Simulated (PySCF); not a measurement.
A structure optimised at B3LYP-D3(BJ)/def2-SVP, used in a PySCF frequency run:

```xyz
11

C      2.4622    -1.1374    -0.0239
C      1.3910    -0.3831    -0.0433
C      0.2832     0.3139    -0.0556
Cl     0.3047     2.0792    -0.2294
Si    -1.4377    -0.4349     0.1059
O     -1.3317    -2.0888     0.2586
H      2.8811    -1.5538    -0.9473
H      2.9823    -1.3677     0.9133
H     -2.0897     0.2161     1.2781
H     -2.2138    -0.1696    -1.1286
H     -0.7782    -2.4329     0.9696
```

Q: Write its SMILES and formula.

A: C=C=C(Cl)[SiH2]O, C₃H₅ClOSi

Q: What are its rotational constants (standard atomic weights)?

A: 2.5742, 1.7517, 1.0654 GHz
